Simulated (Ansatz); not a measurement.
System: CH₄FSi, charge 0, doublet. CH4FSi (SMILES C(F)[SiH2], doublet).
B3LYP-D3(BJ)/def2-TZVP minimum from Ansatz (a quantum-chemistry and plane-wave program):
```xyz
7

F      1.4283     0.4993     0.6265
C      0.7403    -0.2801    -0.3149
Si    -1.1403    -0.0168    -0.1606
H      1.1028    -0.0099    -1.3097
H      1.0019    -1.3279    -0.1317
H     -1.6264    -0.4444     1.1760
H     -1.8110    -0.7949    -1.2359
```
Charge 0, spin multiplicity 2.

Total energies in hartree (Ansatz). UHF or UKS for unpaired electrons; spin-orbit terms are left out. Cores are frozen in correlated methods. No relativity. Where a partner has so few electrons that a lower coupled-cluster level is exact, that level stands in.

| species | HF/cc-pV(T+d)Z | CCSD(T)/cc-pV(T+d)Z | HF/cc-pV(Q+d)Z | CCSD(T)/cc-pV(Q+d)Z | CCSD(T)/cc-pV(D+d)Z | CCSDT(Q)/cc-pV(D+d)Z |
|---|---|---|---|---|---|---|
| 1: CH4FSi (SMILES FC[SiH2], doublet) | -428.57688 | -429.15530 | -428.59147 | -429.21035 | -428.97467 | -428.97646 |
| 2: F (doublet) | -99.40552 | -99.62036 | -99.41377 | -99.65026 | -99.52757 | -99.52776 |
| 3: C (triplet) | -37.69157 | -37.78076 | -37.69331 | -37.78654 | -37.76038 | -37.76071 |
| 4: Si (triplet) | -288.85649 | -288.93344 | -288.85845 | -288.93781 | -288.91643 | -288.91690 |
| 5: H (doublet) | -0.49981 | -0.49981 | -0.49995 | -0.49995 | -0.49928 | -0.49928 |

Q: Work out the atomisation energy (electronic, to ground-state atoms) in kJ/mol: take Hartree-Fock from cc-pV(Q+d)Z, extrapolate the CCSD(T) correlation energy as X^-3 (X = 3, 4), and add CCSDT(Q) - CCSD(T) in cc-pV(D+d)Z. 1 hartree = 2625.5 kJ/mol.

A: 
Species 1: correlation (64·(-0.61888) - 27·(-0.57842))/37 = -0.64840; step -0.00179; E1 = -428.59147 + (-0.64840) + (-0.00179) = -429.24166
Species 2: correlation (64·(-0.23649) - 27·(-0.21484))/37 = -0.25229; step -0.00019; E2 = -99.41377 + (-0.25229) + (-0.00019) = -99.66625
Species 3: correlation (64·(-0.09323) - 27·(-0.08919))/37 = -0.09618; step -0.00033; E3 = -37.69331 + (-0.09618) + (-0.00033) = -37.78982
Species 4: correlation (64·(-0.07936) - 27·(-0.07695))/37 = -0.08112; step -0.00047; E4 = -288.85845 + (-0.08112) + (-0.00047) = -288.94004
Species 5: correlation (64·(0.00000) - 27·(0.00000))/37 = 0.00000; step +0.00000; E5 = -0.49995 + (0.00000) + (+0.00000) = -0.49995
-1·E1 +1·E2 +1·E3 +1·E4 +4·E5 = 0.84575 hartree = 2220.5 kJ/mol.
